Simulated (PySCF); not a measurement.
**Working out the excitation energy of Ar²⁺**

Ar²⁺ [Ne] 3s2 3p4 (3P) → Ar²⁺ [Ne] 3s2 3p3 4s1 (5S). Computed with PySCF 2.14 in aug-cc-pwCVDZ (6s5p3d, 36 functions), with no relativity, point nucleus. Frozen: 1s2. Energies in hartree (1 hartree = 27.21139 eV):

| part | Ar²⁺ (lower) | Ar²⁺ (upper) |
| --- | --- | --- |
| UHF | -525.292063 | -524.523516 |
| CCSD correlation | -0.266479 | -0.262206 |
| (T) | -0.002609 | -0.002824 |

Problem. What does Hartree-Fock give?

Solution. (-524.523516) − (-525.292063) = 0.768547 hartree = 20.913 eV.

Problem. What do CCSD and CCSD(T) give?

Solution. The CCSD correlation energies differ by 0.004273 hartree = 0.116 eV and the triples by -0.000215 hartree = -0.006 eV, so CCSD gives 21.029 eV and CCSD(T) 21.023 eV.

A double-zeta basis recovers only part of the correlation energy.
